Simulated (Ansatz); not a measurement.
Computed with Ansatz on PBE0-D4/def2-TZVP structures; ΔE is electronic, products minus reactants. CBS: MP2 limit from def2 TZ/QZ plus the TZ coupled-cluster correction, frozen cores. DFT in def2-TZVPP. def2 core potentials past Kr. For Ga, Sb outer-core shells are correlated without core-valence functions, which leaves a few kJ/mol of doubt a bond. Scalar relativity is left out up to krypton. One conformer a species, not always the lowest.

Reaction (formal exchange of groups at the Sb–Ga bond): `[CH3][Sb]([OH])[GaH2]` + CH₃NH₂ → `[CH3][Sb]([NH2])[OH]` + `[CH3][GaH2]`

`[CH3][Sb]([OH])[GaH2]`:

Z-matrix (Å, degrees):
```
C
Sb 1 2.175
H 1 1.092 2 109.7
H 1 1.090 2 111.9 3 -121.8
H 1 1.090 2 107.4 3 118.4
O 2 1.983 1 97.2 3 168.4
Ga 2 2.641 1 91.1 3 71.3
H 6 0.961 2 112.4 1 -67.2
H 7 1.581 2 118.3 1 97.8
H 7 1.575 2 122.9 1 -80.7
```

CH₃NH₂:

Z-matrix (Å, degrees):
```
C
N 1 1.453
H 1 1.092 2 109.4
H 1 1.100 2 115.4 3 -121.6
H 1 1.092 2 109.4 3 116.8
H 2 1.012 1 110.6 3 62.6
H 2 1.012 1 110.6 3 -179.3
```

`[CH3][Sb]([NH2])[OH]`:

Z-matrix (Å, degrees):
```
C
Sb 1 2.136
H 1 1.091 2 107.7
H 1 1.091 2 110.4 3 120.4
H 1 1.090 2 109.9 3 -118.7
N 2 2.012 1 96.9 3 -51.4
O 2 1.972 1 88.7 3 45.7
H 6 1.010 2 118.4 1 9.6
H 6 1.009 2 116.6 1 -126.6
H 7 0.960 2 111.7 1 -179.3
```

`[CH3][GaH2]`:

Cartesian coordinates in Å:
```
C 0.669 0.113 0.599
Ga -0.797 -0.156 -0.684
H 1.134 1.086 0.405
H 0.322 0.110 1.633
H 1.448 -0.642 0.477
H -0.481 -0.608 -2.159
H -2.294 0.096 -0.271
```

```
             level  ΔE (kJ/mol)
         revPBE-D4        -24.8
        r2SCANh-D4        -34.7
      MP2/def2-SVP        -19.1
SCS-MP2/def2-TZVPP        -42.6
```

**Question.** What does CCSD(T)/CBS give? (Best estimate.)

**Answer.** The calculation gave: -41.7 kJ/mol. The listed levels differ from it by 16.9, 7.0, 22.6, -0.9 kJ/mol.

Largest T1 diagnostic among the species: 0.014.

In def2-TZVPP, CCSD(T) changes the Hartree–Fock value by −10.6 kJ/mol (the triples alone add −1.2 kJ/mol) and MP2 by −17.4 kJ/mol. From r2SCAN to r2SCAN0 (25 % exact exchange), in def2-TZVPP and without D4, ΔE moves by +3.5 kJ/mol. Leaving LDA and LC-ωPBE aside and taking each functional with its dispersion term where it has one, the values, not all of them listed here, spread over 19.7 kJ/mol, from B97M-V to HSE06-D4. LDA lies −4.5 kJ/mol from PBE without D4.
